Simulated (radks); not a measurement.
Eu XXXIX, 25 electrons, occupied as [Ne] 3s2 3p5.75 3d7 4d0.25 (fractional occupations, a model configuration). Calculated with a radial shooting solver on a logarithmic mesh with Libxc functionals: Dirac Kohn-Sham, LDA (Slater exchange, Perdew-Wang correlation), spin-unpolarised, spherical densities, finite nucleus; open shells fill j = l - 1/2 first; Fermi nuclear charge, rms radius 5.1115 fm.

Spin-orbit splittings of the eigenvalues, e(l+1/2) - e(l-1/2), with zeta = 2 splitting/(2l+1) and mean radii in bohr:

| shell | occ. | splitting (eV) | zeta (eV) | <r> j=l-1/2 | <r> j=l+1/2 |
|---|---|---|---|---|---|
| 2p | 6 | 652.8 | 435.2 | 0.07874 | 0.08539 |
| 3p | 5.75 | 146.3 | 97.54 | 0.2287 | 0.2400 |
| 3d | 7 | 33.16 | 13.27 | 0.2101 | 0.2136 |
| 4p | 0 | 50.44 | 33.63 | 0.4673 | 0.4829 |
| 4d | 0.25 | 11.47 | 4.588 | 0.4662 | 0.4706 |
